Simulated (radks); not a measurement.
The barium ion Ba4+, 52 electrons, occupied as [Kr] 4d10 5s2 5p4 (the NIST ground configuration). Calculated with a radial shooting solver on a logarithmic mesh with Libxc functionals: scalar-relativistic Kohn-Sham, BLYP, spin-polarised, spherical densities, finite nucleus; open shells are filled with parallel spins first (spin-orbit coupling, left out, can overturn this in heavy ions); Fermi nuclear charge, rms radius 4.8378 fm.

X-ray form factor f0, the Fourier transform of the density (f0(0) = 52):

sin(theta)/lambda (1/angstrom)  f0 (electrons)
0.05                                    51.397
0.1                                     49.710
0.15                                    47.252
0.2                                     44.405
0.25                                    41.496
0.3                                     38.732
0.4                                     33.918
0.5                                     29.958
0.6                                     26.624
0.8                                     21.527
1                                       18.210
1.25                                    15.436
1.5                                     13.140
2                                        9.186
